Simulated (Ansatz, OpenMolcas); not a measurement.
# How methods differ on AlGeNH4O (SMILES [NH2][GeH]1[O][AlH]1)

The species is AlGeNH4O (8 atoms), meant as a singlet with charge 0. As SMILES, `[NH2][GeH]1[O][AlH]1`. Geometry: relaxed at PBE0-D4/def2-TZVP. This is one conformer, not always the lowest.

Quantity: the HOMO–LUMO gap, in eV. The values are calculated.

```json
{"level": "HF/6-31G* (RICD fitting, Cartesian functions)", "kind": "Hartree–Fock", "program": "OpenMolcas", "value (eV)": "10.06"}
{"level": "PBE/6-31G* (spherical functions)", "kind": "GGA", "program": "OpenMolcas", "value (eV)": "3.14"}
{"level": "revPBE/6-31G* (spherical functions)", "kind": "GGA", "program": "Ansatz", "value (eV)": "3.17"}
{"level": "M06-L/6-31G* (spherical functions)", "kind": "meta-GGA", "program": "OpenMolcas", "value (eV)": "3.69"}
{"level": "M06-2X/6-31G* (spherical functions)", "kind": "hybrid meta-GGA", "program": "OpenMolcas", "value (eV)": "6.63"}
{"level": "PBE0/6-31G* (spherical functions)", "kind": "global hybrid", "program": "OpenMolcas", "value (eV)": "4.98"}
{"level": "wB97X/6-31G* (spherical functions)", "kind": "range-separated hybrid", "program": "Ansatz", "value (eV)": "9.07"}
{"level": "PBE-QIDH/6-31G* (spherical functions)", "kind": "double hybrid", "program": "Ansatz", "value (eV)": "8.10"}
```

All-electron rows without a relativistic Hamiltonian named are non-relativistic. The values span 3.14 to 10.06 eV. Orbital gaps aren't excitation energies, and those of double hybrids come from the SCF part alone; they tend to grow with the share of exact exchange.
